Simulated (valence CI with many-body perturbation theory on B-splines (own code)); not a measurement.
Missing levels of Hf XXXIV

Level of theory: relativistic CI+MBPT: three valence electrons over a frozen Dirac-Fock core [Kr], a basis of 9 s, 9 p, 10 d, 8 f, 5 g, 3 h, 1 i functions for each j, with the one-electron correlation potential Σ1 (screened to all orders), the two-electron term Σ2, the three-electron term Σ3, Breit, model QED; selected single and double excitations, second order for the rest (own B-spline code, finite nucleus).

No measured spectrum was set against this ion. As an estimate, large intervals hold to a few tenths of a per cent, small ones and those within an open d or f shell to about a per cent. Only levels of the ground parity were solved; by the run's estimate the other parity begins above the list, which can be wrong where configurations are misplaced.

| Level | E (cm⁻¹) |
| --- | --- |
| (4d3/2^3) J=3/2 | 0.0 |
| (4d3/2^2 4d5/2) J=5/2 [a] | ? |
| (4d3/2^2 4d5/2) J=3/2 | 120970 |
| (4d3/2^2 4d5/2) J=7/2 | 130610 |
| (4d3/2^2 4d5/2) J=9/2 | ? |
| (4d3/2^2 4d5/2) J=1/2 | 135770 |
| (4d3/2^2 4d5/2) J=5/2 [b] | 194930 |
| (4d3/2 4d5/2^2) J=7/2 [a] | 232020 |
| (4d3/2 4d5/2^2) J=9/2 | 244340 |
| (4d3/2 4d5/2^2) J=3/2 [a] | 257810 |
| (4d3/2 4d5/2^2) J=1/2 | 266150 |
| (4d3/2 4d5/2^2) J=11/2 | 273460 |
| (4d3/2 4d5/2^2) J=5/2 [a] | 274010 |
| (4d3/2 4d5/2^2) J=5/2 [b] | ? |
| (4d3/2 4d5/2^2) J=7/2 [b] | ? |
| (4d3/2 4d5/2^2) J=3/2 [b] | 349020 |
| (4d5/2^3) J=9/2 | ? |
| (4d5/2^3) J=3/2 | 414780 |
| (4d5/2^3) J=5/2 | ? |

Levels are named by their leading jj configuration (3d3/2^4 stands for four electrons in 3d with j = 3/2), which in mixed levels can hold well under half, so a name can repeat and another be missing. Letters in brackets count levels of one name in rising energy.

Task: The levels stand in rising order. What does the calculation give for the missing energies?

Result: (4d3/2^2 4d5/2) J=5/2 [a] 101810; (4d3/2^2 4d5/2) J=9/2 134050; (4d3/2 4d5/2^2) J=5/2 [b] 293210; (4d3/2 4d5/2^2) J=7/2 [b] 299000; (4d5/2^3) J=9/2 372490; (4d5/2^3) J=5/2 444080.
